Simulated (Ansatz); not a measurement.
`CB(N)Cl` + `[SiH3]Cl` → `CB(N)[SiH2]Cl` + HCl  (formal exchange of groups at a B–Cl bond)

Isolated molecules relaxed with PBE0-D4/def2-TZVP in Ansatz; ΔE leaves out vibrations. CBS: MP2 limit from def2 TZ/QZ plus the TZ coupled-cluster correction, frozen cores. This one scheme is used for every species. Functionals use def2-TZVPP. One conformer a species, not always the lowest.

`CB(N)Cl`:

Cartesian coordinates in Å:
```
C -0.443 -0.749 0.822
B 0.197 0.461 0.068
N 0.396 0.502 -1.306
Cl 0.712 1.893 1.003
H 0.249 -1.137 1.575
H -0.722 -1.571 0.159
H -1.336 -0.430 1.366
H 0.809 1.288 -1.777
H 0.137 -0.259 -1.910
```

`[SiH3]Cl`:

Z-matrix (Å, degrees):
```
Si
Cl 1 2.054
H 1 1.481 2 108.5
H 1 1.481 2 108.5 3 -120.0
H 1 1.481 2 108.5 3 120.0
```

`CB(N)[SiH2]Cl`:

```xyz
12

C    -1.486   -0.444   -0.449
B    -0.171    0.314   -0.053
N    -0.155    1.694    0.118
Si    1.564   -0.688    0.236
Cl    1.263   -2.175    1.654
H    -1.359   -0.971   -1.401
H    -1.716   -1.222    0.287
H    -2.361    0.208   -0.538
H     0.661    2.218    0.386
H    -0.976    2.267   -0.004
H     2.066   -1.373   -0.987
H     2.669    0.172    0.750
```

HCl:

Z-matrix (Å, degrees):
```
Cl
H 1 1.279
```

```json
{"level": "ωB97X-V", "ΔE (kJ/mol)": "106.4"}
{"level": "ωB97M-V", "ΔE (kJ/mol)": "109.1"}
{"level": "HF/def2-TZVPP", "ΔE (kJ/mol)": "125.7"}
{"level": "SCS-MP2/def2-TZVPP", "ΔE (kJ/mol)": "112.7"}
```

Q: What does CCSD(T)/CBS give? (Best estimate.)

A: The calculation gave: +104.7 kJ/mol. The listed levels differ from it by 1.7, 4.4, 21.0, 8.0 kJ/mol.

Largest T1 diagnostic among the species: 0.011.

The D4 term adds −5.9 kJ/mol with B3LYP and −3.8 kJ/mol with PBE0; it sums over pairs of atoms, weighted by their polarisabilities, and B3LYP, whose exchange is more repulsive, gets the larger term. From PBE to PBE0 (25 % exact exchange), in def2-TZVPP and without D4, ΔE moves by +5.1 kJ/mol.

B3LYP here is the variant with VWN-RPA as its local correlation; programs differ in this.
